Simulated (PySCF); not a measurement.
# `CC1=CC[C@@H](Cl)C1`: 4 charge schemes on one density

Compound: C6H9Cl.
Z-matrix (Å and degrees, GFN2-xTB geometry), rows numbered from 1:
```
C 
C   1  1.4880
C   2  1.3249  1  128.34
C   3  1.4998  2  112.48  1  -179.71
C   4  1.5336  3  103.37  2   -11.79
Cl  5  1.7928  4  109.67  3   -99.38
C   2  1.5077  1  120.62  3  -179.40
H   1  1.0899  2  110.16  3  -117.67
H   1  1.0897  2  110.31  3   123.48
H   1  1.0866  2  110.73  3     2.74
H   3  1.0754  2  126.20  1    -0.35
H   4  1.0943  3  110.65  2   106.36
H   4  1.0904  3  112.54  2  -132.96
H   5  1.0895  4  113.33  3   143.21
H   7  1.0904  2  112.42  1   -46.84
H   7  1.0940  2  110.24  1    73.50
```

Density: PBE0/pcSseg-1 (PySCF); schemes: Mulliken, IAO, Hirshfeld and ESP-fitted. One conformer (not necessarily the lowest) at the GFN2-xTB geometry, without solvent, vibrations or thermal averaging.

Question: Give the atomic charges in each scheme.

Answer: In e:

```
atom                      environment  Mulliken     IAO  Hirshfeld  ESP-fitted
  C1                   allylic carbon    -0.124  -0.428     -0.116      -0.730
  C2  fully substituted alkene carbon    -0.364  +0.015     +0.005      +0.263
  C3                 alkene CH carbon    -0.092  -0.182     -0.065      -0.344
  C4                   allylic carbon    -0.087  -0.272     -0.080      +0.047
  C5                  sp3 C–Cl carbon    -0.283  -0.082     +0.019      -0.275
 Cl6                   alkyl chlorine    -0.132  -0.131     -0.081      -0.159
  C7                   allylic carbon    -0.066  -0.275     -0.079      +0.040
  H8                  methyl hydrogen    +0.130  +0.153     +0.048      +0.208
  H9                  methyl hydrogen    +0.120  +0.148     +0.046      +0.187
 H10                  methyl hydrogen    +0.115  +0.150     +0.047      +0.204
 H11                 vinylic hydrogen    +0.067  +0.147     +0.047      +0.159
 H12               methylene hydrogen    +0.138  +0.145     +0.043      +0.055
 H13               methylene hydrogen    +0.145  +0.156     +0.038      +0.072
 H14                 methine hydrogen    +0.154  +0.158     +0.044      +0.174
 H15               methylene hydrogen    +0.141  +0.153     +0.038      +0.051
 H16               methylene hydrogen    +0.138  +0.145     +0.044      +0.048
```

Mean size of the charges over all atoms: ESP-fitted 0.188 e, IAO 0.171 e, Mulliken 0.143 e, Hirshfeld 0.052 e. Each set sums to the total charge, 0, to within 0.001 e. The IAO scheme counts the electrons in orthogonalised intrinsic atomic orbitals, a minimal basis polarised so that it spans the occupied orbitals exactly. The Mulliken scheme counts on each atom the diagonal of the density matrix times the overlap matrix over that atom's basis functions.

Lowest charge. The schemes don't all agree: Mulliken C2 (-0.364); IAO C1 (-0.428); Hirshfeld C1 (-0.116); ESP-fitted C1 (-0.730).

Highest charge. The schemes don't all agree: Mulliken H14 (+0.154); IAO H14 (+0.158); Hirshfeld H8 (+0.048); ESP-fitted C2 (+0.263).

Question: Sum the charges by element, for elements with more than one atom.

Answer: 
```csv
element,atoms,Mulliken,IAO,Hirshfeld,ESP-fitted
C,6,-1.015,-1.223,-0.315,-0.999
H,9,+1.146,+1.354,+0.396,+1.158
```

Question: How closely do the schemes follow one another over all atoms?

Answer: Correlation coefficient and root-mean-square difference: IAO with Hirshfeld 0.96, 0.137 e; IAO with ESP-fitted 0.74, 0.170 e; Hirshfeld with ESP-fitted 0.69, 0.216 e; Mulliken with IAO 0.64, 0.152 e; Mulliken with Hirshfeld 0.57, 0.137 e; Mulliken with ESP-fitted 0.40, 0.239 e.

Question: How many electrons does the ESP-fitted scheme count on Cl6?

Answer: Z − q = 17 − (-0.159) = 17.159.
